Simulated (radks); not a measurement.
Question: These are the eigenvalues of the occupied orbitals of an atom or ion with whole-number occupations (eV). All-electron calculation, Dirac Kohn-Sham, PBE, spin-unpolarised, spherical densities, finite nucleus; Fermi nuclear charge, rms radius of each element as measured or else 0.836 A^(1/3) + 0.57 fm. Program: a radial shooting solver on a logarithmic mesh with Libxc functionals.

| orbital | eigenvalue |
|---|---|
| 1s1/2 | -11750.81 |
| 2s1/2 | -1520.735 |
| 2p1/2 | -1362.411 |
| 2p3/2 | -1325.839 |
| 3s1/2 | -224.6497 |
| 3p1/2 | -171.4304 |
| 3p3/2 | -166.4022 |
| 3d3/2 | -75.3424 |
| 3d5/2 | -74.6080 |
| 4s1/2 | -44.4251 |

Which element is it, and in what charge state? The configuration may be excited. Open shells, if any, are shared by 2j + 1.

Answer: Z = 33, arsenic, charge +3: As3+ in [Ar] 3d10 4s2. The list shows which subshells hold electrons but not how many an open one holds; the 1s level, -431.83 hartree, gives Z - s = 29.4 by -(Z - s)^2/2, which with screening and relativity narrows Z to a few neighbours, and the depths of the outer levels then fix element, charge and occupations together.
